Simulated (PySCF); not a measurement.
MN15 on Pd⁻ (palladium, charge -1), [Kr] 4d10 5s1, 2S determinant. Computed with PySCF 2.14 in x2c-TZVPPall with one added diffuse shell each of s, p, d, f type (9s7p7d3f1g, 95 functions), with the spin-free X2C one-electron Hamiltonian (Gaussian nucleus).

```
cycle= 1 E= -5048.5903124657  delta_E= -0.0642  |g|= 0.132  |ddm|= 0.852
cycle= 2 E= -5048.58651905819  delta_E= 0.00379  |g|= 0.184  |ddm|= 0.243
cycle= 3 E= -5048.59289495347  delta_E= -0.00638  |g|= 0.05  |ddm|= 0.0897
cycle= 4 E= -5048.59347752054  delta_E= -0.000583  |g|= 0.00258  |ddm|= 0.0413
cycle= 5 E= -5048.59348830737  delta_E= -1.08e-05  |g|= 0.00218  |ddm|= 0.0197
cycle= 6 E= -5048.59348983113  delta_E= -1.52e-06  |g|= 6.8e-05  |ddm|= 0.00401
cycle= 7 E= -5048.5934898502  delta_E= -1.91e-08  |g|= 3.7e-05  |ddm|= 0.000996
cycle= 8 E= -5048.59348985095  delta_E= -7.53e-10  |g|= 2.37e-06  |ddm|= 0.000142
converged SCF energy = -5048.59348985095  <S^2> = 0.75255953  2S+1 = 2.0025579
```

Highest occupied orbital energy: 0.386 eV; ⟨L²⟩ = 0.00; populations by l: s 9.00, p 18.00, d 20.00, f 0.00.

Task: Can this result be used?

Result: With care. Self-consistency was reached. At MN15 the highest occupied level has a positive energy, so only the finite basis holds that electron; in a semilocal or global hybrid functional this comes from self-interaction and does not mean that the real anion is unbound.
